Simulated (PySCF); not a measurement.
## Computed spin Hamiltonian

Compound: C₃H₇F₂Si₂ (doublet state).
SMILES with atom numbers: `[CH2:1]=[C:2]([SiH2:3][SiH3:4])[C:5]([F:6])[F:7]` (hydrogens: H8, H9 on C1; H10, H11 on Si3; H12, H13, H14 on Si4)

Geometry (GFN2-xTB, Å), atoms numbered from 1 in this order:
```
atom  x, y, z in Å
C1     0.2982    2.1890   -0.3346
C2     0.6239    0.9057    0.0358
Si3    0.1657   -0.6167   -1.0146
Si4   -1.5037   -1.8241    0.0430
C5     1.2785    0.6562    1.2073
F6     1.6825    1.5612    2.1021
F7     1.6138   -0.5684    1.6256
H8     0.5459    3.0394    0.2773
H9    -0.2103    2.3735   -1.2611
H10   -0.2101   -0.0418   -2.3138
H11    1.4203   -1.3485   -1.2310
H12   -1.1056   -2.3111    1.3652
H13   -1.8813   -2.9924   -0.7569
H14   -2.7183   -1.0226    0.2334
```

The hyperfine couplings belong to this conformer and change with its torsions.

Method: UKS B3LYP, pcH-1 on C F H Si, non-relativistic, mean-field spin-orbit, GIAO in PySCF. One conformer (not necessarily the lowest) at the GFN2-xTB geometry, without solvent, vibrations or thermal averaging. The geometry wasn't refined by DFT: couplings that depend on bond lengths, twists or pyramidal angles can differ widely from those at the functional's own minimum. The SCF solution wasn't tested for stability. ⟨S²⟩ is 0.775 where a pure state has 0.75.

```json
{
 "g1, g2, g3": "2.00199, 2.00393, 2.00421",
 "g_iso": "2.00338",
 "Form of g": "close to axial: the two nearest values differ by 13 % of g3 − g1",
 "⟨S²⟩": "0.7753 (exact 0.7500)",
 "HOMO–LUMO gap, α and β orbitals": "5.13, 5.66 eV"
}
```

Isotropic coupling and dipolar principal values T1 to T3, in G; ρ(0) is the spin density at the nucleus (MHz turned into gauss with g_iso; 10 G = 1 mT):

```csv
atom,isotope,a_iso,of which spin–orbit,T1,T2,T3,Mulliken spin population,ρ(0) (bohr⁻³)
C1,13C,20.3,0.0,-19.4,-18.6,38.0,0.72,0.0508
C2,13C,-17.3,0.0,-9.0,3.5,5.5,-0.24,-0.0432
Si3,29Si,-2.1,0.0,-0.4,0.1,0.3,0.01,0.0067
Si4,29Si,2.5,0.0,-0.3,-0.1,0.4,0.00,-0.0079
C5,13C,25.0,0.0,-20.3,-19.6,39.9,0.51,0.0622
F6,19F,30.3,0.2,-49.7,-39.2,88.9,0.03,0.0201
F7,19F,32.4,0.2,-56.2,-46.2,102.4,0.03,0.0215
H8,1H,-15.3,0.0,-8.1,-0.5,8.6,-0.03,-0.0096
H9,1H,-16.0,0.0,-9.5,0.0,9.5,-0.03,-0.0101
H10,1H,-0.5,0.0,-0.5,-0.5,1.0,0.00,-0.0003
H11,1H,-2.7,0.0,-0.6,-0.3,0.9,0.00,-0.0017
H12,1H,0.2,0.0,-0.4,-0.3,0.6,0.00,0.0001
H13,1H,-0.6,0.0,-0.2,-0.1,0.3,0.00,-0.0004
H14,1H,0.2,0.0,-0.3,-0.2,0.5,0.00,0.0001
```

The Mulliken spin populations are largest on C1 (+0.72), C5 (+0.51) and C2 (-0.24). The positive populations add up to 1.31 and the negative ones to -0.31, together 2S = 1. The angles at C1 add up to 360.0°, so it is planar; its axial dipolar tensor and the negative couplings of its protons fit spin in a p orbital normal to that plane.

The SMILES `C=C([SiH2][SiH3])[C](F)F` draws the unpaired electron on C5, whose computed spin population is only +0.51.

Axes: g3 points within 1° of the C1–H9 bond.

Under fast tumbling the dipolar parts average out, and these isotropic splittings remain: 1 × 19F (F7, I = 1/2, 2 lines) with 3.24 mT, 1 × 19F (F6, I = 1/2, 2 lines) with 3.03 mT, 1 × 1H (H9, I = 1/2, 2 lines) with 1.60 mT, 1 × 1H (H8, I = 1/2, 2 lines) with 1.53 mT and 2 × 1H (H10/H11, I = 1/2, 3 lines) with 0.16 mT.

Class means assume fast exchange of nuclei equivalent by connectivity; if that motion is slow, each nucleus keeps its own coupling. F6 and F7 aren't averaged: C5 is flat or nearly so (angle sum 360°), and its turn about the short C5–C2 bond (1.36 Å) is taken as slow. The 1H value of -4.5 MHz is a mean of couplings from -7.5 to -1.5 MHz in this one geometry, not an average over conformers.

The 29Si coupling of Si4 (7.0 MHz) shows only in satellite lines or after enrichment, since that isotope makes up about 4.7 % of natural silicon.

The 13C coupling of C5 (70.0 MHz) shows only in satellite lines or after enrichment, since that isotope makes up about 1.07 % of natural carbon.

Examples of negative spin density at the nucleus (bohr⁻³): C2 (-0.0432), H9 (-0.0101) and H8 (-0.0096).

Hardware: an Arm Neoverse V2 with one thread (shared host). Cost: 67 s wall (grids of density and orbitals included), 1.1 GiB resident at most.
